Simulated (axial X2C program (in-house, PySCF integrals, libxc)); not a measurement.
## RuF: nuclear properties from DFT to coupled cluster

Computed with an in-house all-electron X2C program for linear molecules (integrals from PySCF): two-component X2C with atomic mean-field Coulomb and Gaunt terms, Gaussian nuclei, basis Ru dyall-acv3z, F dyall-av3z with contracted cores.

R = 1.905 Å (near the PBE0 minimum at charge 0 of the determinant lowest at the starting distance; the state shown can have its own minimum elsewhere); state Ω = 9/2 (⟨Sz⟩ = 1.52, ⟨Lz⟩ = 2.98 at PBE0).

| level | Eeff magnitude (GV/cm) | Ws magnitude Ru (kHz) | A∥/gI Ru (MHz) | qzz Ru (a.u.) | μ (D) |
| --- | --- | --- | --- | --- | --- |
| PBE0 | 2.22 | 0.19 | 531 | 0.53 | -4.28 |
| HF | 4.31 | 0.586 | 618 | -1.25 | -2.16 |
| B3LYP | 2.03 | 0.173 | 546 | 0.66 | -4.15 |

Eeff is the effective electric field on the electron electric dipole moment in this Ω state and Ws the scalar–pseudoscalar constant of the nucleus named (defined with the proton number Z and per Ω); A∥ (defined per Ω) follows by multiplying with gI = μI/(I μN); qzz is the electric field gradient, eQq0 = 234.96 MHz × Q/barn × qzz; μ is positive if the F end (last atom) is positive. The operators were transformed with the bare-nucleus X2C matrices; with these basis sets, hyperfine constants and field gradients can be off by tens of per cent, and where levels differ in sign neither size nor sign is settled.

Finite-field MP2, CCSD and CCSD(T), with 23 electrons correlated in 130 natural virtual spinors (MP2 remainder added):

```tsv
level	Eeff magnitude (GV/cm)	Ws magnitude Ru (kHz)	A∥/gI Ru (MHz)	qzz Ru (a.u.)	μ (D)
MP2	4.22	0.583	794	-0.52	-1.95
CCSD	4.19	0.583	756	-0.75	-1.94
CCSD(T)	4.03	0.565	765	-0.67	-1.80
```

T1 = 0.019 (Lee–Taylor). One unrestricted determinant, the lowest of a limited PBE0 search, is the reference; the functionals treat spin collinearly. With several open shells it need not be a pure state. The sign of Eeff is opposite to CCSD(T) at PBE0, B3LYP. Eeff spreads by more than a factor of two over the levels. Correlation of the inner shells is missing, which matters for properties at the nucleus. Number of frozen shells: Ru 3 s, 2 p, 1 d; F 1 s.

(1) By how much does correlation change each value, CCSD(T) against HF?

Answers

(1) Eeff magnitude -6 %; Ws magnitude Ru -4 %; A∥/gI Ru 24 %; qzz Ru -46 %; μ -17 %.
